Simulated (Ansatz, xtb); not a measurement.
## C3HBeZn: where a starting geometry ends

The starting geometry of this gas-phase doublet was built from a drawn formula by distance geometry and a force field; its bonds are those of `[CH]=C=[C]1[Be][Zn]1`.

```yaml
atoms:
  - { symbol: C, position_ang: [-0.5290, -0.3583, -3.2907] }
  - { symbol: C, position_ang: [-0.3734, 0.3044, -2.1709] }
  - { symbol: C, position_ang: [-0.2059, 0.9619, -1.0913] }
  - { symbol: Be, position_ang: [0.5646, 1.3116, 0.3759] }
  - { symbol: Zn, position_ang: [-0.9531, 2.4360, 0.1301] }
  - { symbol: H, position_ang: [-1.1842, -1.2282, -3.2990] }
```

Q: Predict what it relaxes into with r2SCAN-D4/def2-SVP.

A: It keeps its bonds, and is `[CH]=C=[C]1[Be][Zn]1`. Distances that change by over a tenth: Be4–Zn5 (1.90 → 2.25 Å).

The energy falls by 0.91 eV over 11 steps:

```tsv
step	E − E(last) (eV)
1	0.907
2	0.516
3	0.196
4	0.096
5	0.035
7	0.005
8	0.001
9	0.001
10	0.000
11	0.000
```

Final geometry (Å):

```xyz
6

C    -0.8026   -0.4711   -2.9515
C    -0.4484    0.1458   -1.9281
C    -0.0987    0.7918   -0.7995
Be    0.8724    1.5124    0.2644
Zn   -1.1447    2.4518   -0.0833
H    -1.0591   -1.0032   -3.8481
```

From the same start GFN2-xTB ends elsewhere, differing in C3–Zn5 (2.95 against 2.09 Å here).

The end wasn't checked by frequencies. Open shells are spin-unrestricted. Run with Ansatz 0.2.0, 100 s on 2 threads of Intel(R) Xeon(R) Platinum 8375C CPU @ 2.90GHz (Ice Lake), on a shared host.
